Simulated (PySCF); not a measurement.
Compound: C9H10FO (charge +1).
SMILES: `[O+]#C[C@@H](F)C#CCC1CCC1`

Torsions of this conformer, `[O+:1]#[C:2][C@@H:3]([F:4])[C:5]#[C:6][CH2:7][CH:8]1[CH2:9][CH2:10][CH2:11]1`: C6–C7–C8–C9 -175°.

The closed-shell ground state was solved at several levels (PySCF, density fitting, gas phase, non-relativistic). The structure is a single PBE0-D3(BJ)/def2-SVP conformer in the gas phase; no vibrational or solvent corrections.

```csv
level,basis functions,total energy (Eh),HOMO (eV),LUMO (eV),gap (eV)
PBE0/pcSseg-1,237,-522.9573,-11.91,-8.30,3.61
CAM-B3LYP/def2-SVPD,306,-522.9958,-13.21,-7.24,5.97
KT3/pcSseg-2,536,-531.7351,-10.78,-9.05,1.73
```

(1) What might B3LYP/pcJ-1 (397 basis functions) give for the same quantities?

(2) Over all these levels, which gives the widest orbital gap and which the narrowest?

Results:

(1) Total energy -523.6284 Eh, HOMO -11.70 eV, LUMO -8.53 eV, gap 3.17 eV.

(2) CAM-B3LYP/def2-SVPD (range-separated hybrid) has the widest, 5.97 eV, and KT3/pcSseg-2 (GGA) the narrowest, 1.73 eV. Functional and basis both differ between the two, so the spread mixes both effects.
